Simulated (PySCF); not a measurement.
C2H6F2Ge, SMILES [CH3][Ge]([F])([F])[CH3].

The structure is a stationary point at PBE-D3(BJ)/def2-SVP.

Level of theory: PBE-D3(BJ)/def2-SVP in PySCF.

Frequencies are harmonic and unscaled.

```
mode  ν (cm⁻¹)  IR (km/mol)  moving atoms (share of kinetic energy)
----  --------  -----------  --------------------------------------
1           64          0.0                                  H 99 %
2           75          0.1                                  H 97 %
3          148          0.2                  C 51 %, H 33 %, F 10 %
4          170          0.0                  F 56 %, C 26 %, H 18 %
5          181          1.2         C 30 %, H 27 %, Ge 21 %, F 21 %
6          230         30.6         F 49 %, Ge 22 %, C 15 %, H 13 %
7          234         15.2                         F 78 %, Ge 17 %
8          570          1.2                          C 70 %, H 19 %
9          624         32.2                 C 56 %, H 22 %, Ge 21 %
10         683         61.8                         F 77 %, Ge 19 %
11         691         53.9                         F 76 %, Ge 20 %
12         729         53.8                          H 77 %, C 18 %
13         740          0.0                          H 80 %, C 19 %
14         796         61.4                          H 72 %, C 21 %
15         809         46.1                          H 75 %, C 22 %
16        1206         15.8                          H 78 %, C 21 %
17        1209         11.7                          H 81 %, C 19 %
18        1374          0.0                                  H 95 %
19        1375          1.2                                  H 96 %
20        1381          4.7                                  H 96 %
21        1384         12.7                                  H 96 %
22        2993          0.2                                  H 97 %
23        2994          0.6                                  H 97 %
24        3102          0.0                           H 91 %, C 9 %
25        3103          1.7                          H 90 %, C 10 %
26        3110          0.0                           H 91 %, C 9 %
27        3110          0.3                          H 90 %, C 10 %
```
